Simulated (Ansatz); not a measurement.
Abridged output of a molecular run in Ansatz:

```
Functional definition: HF
589 factors; integrals over basis functions are off by at most 1.6e-4 eV
mean field evaluation 1: about -60796.6420 eV, gradient 3.6e0 eV
mean field evaluation 2: about -60796.6430 eV, gradient 3.6e0 eV
mean field evaluation 4: about -60796.7423 eV, gradient 7.6e-1 eV
mean field evaluation 8: about -60796.7441 eV, gradient 7.5e-4 eV
mean field -60796.74411448 eV, -2234.2391366940 hartree, gradient 8.9e-6 eV, S^2 3.751079; 0 other end points of the search recorded, 0 dependent functions left out
9 core orbitals not correlated: weight in the atoms' cores, before any rotation towards them, 1.000 or more for the frozen orbitals, at most 0.000 for the correlated occupied ones
reference -60796.74411448 eV, -2234.2391366940 hartree; 9, 6 occupied and 71, 74 virtual orbitals, 589 factors
second order -12.90968225 eV of doubles, -0.00000000 eV of singles
cycle   1  -12.28947023 eV  change    6.2e-1 eV  update   4.8e-2
cycle   2  -12.48565311 eV  change   -2.0e-1 eV  update   1.1e-2
cycle   3  -12.48532023 eV  change    3.3e-4 eV  update   3.8e-3
cycle   4  -12.48364033 eV  change    1.7e-3 eV  update   7.0e-4
cycle   5  -12.48375359 eV  change   -1.1e-4 eV  update   1.7e-4
cycle   6  -12.48382482 eV  change   -7.1e-5 eV  update   2.7e-5
cycle   7  -12.48381257 eV  change    1.2e-5 eV  update   5.4e-6
perturbative correction -0.26661495 eV, -0.0097979185 hartree
Total energy: -60809.49454200 eV, -2234.7077062628 hartree
Checks for a lower state left out: cluster_reference
```

Its atoms:

As alone.

**Question.** Which basis set was used?
A. def2-SVP
B. def2-TZVPPD
C. def2-QZVPP
D. cc-pV(T+d)Z

**Answer.** C. It gives 89 functions.

**Question.** Write the keys of the input that set method, charge and spin (a neutral closed shell needs none for the last two).

**Answer.** 
```yaml
magnetization: {spin_polarized: true, initial_magnetization: 3}
correlation: {method: ccsd_t}
scf: {omitted_lower_state_checks: [cluster_reference]}
```
